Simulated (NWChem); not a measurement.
# BSiH5; SMILES [SiH3]B

```xyz
7

B     -0.0013     1.4131     0.0113
H      1.0216     2.0407     0.1548
H     -1.0128     2.0374    -0.2080
Si    -0.0024    -0.6010     0.0391
H      0.2646    -1.0195    -1.3806
H     -1.3134    -1.1980     0.4450
H      1.0763    -1.1919     0.8920
```
Atoms are numbered in this order, from 1.

Results from NWChem. Pople sets run with spherical d functions. STO-3G and 3-21G are far too small for this property and stand as cheap habits. The geometry was optimised at PBE0/def2-SVP. GIAO values for the isolated, static molecule; σ is the absolute isotropic shielding, δ = σ(reference) − σ with the isolated reference molecule computed at the same levels (11B: boron trifluoride, 1H: tetramethylsilane, 29Si: tetramethylsilane).

```
level                δ B1 (ppm)  δ H2 (ppm)  δ Si4 (ppm)  δ H5 (rotor mean) (ppm)
-------------------  ----------  ----------  -----------  -----------------------
Hartree-Fock/STO-3G       107.7        9.21        -82.6                     1.44
KT2/pcSseg-1              105.0       10.48       -100.7                     3.81
B3LYP/6-31G*              100.1       10.37        -67.3                     3.77
B3LYP/IGLO-III              [?]       10.38          [?]                      [?]
BHandHLYP/pcSseg-1        106.2       10.08        -97.4                     3.60
```

**Question.** Complete the blanks.

**Answer.** 
- B3LYP/IGLO-III, δ B1 (ppm): 114.3
- B3LYP/IGLO-III, δ Si4 (ppm): -107.1
- B3LYP/IGLO-III, δ H5 (rotor mean) (ppm): 3.87
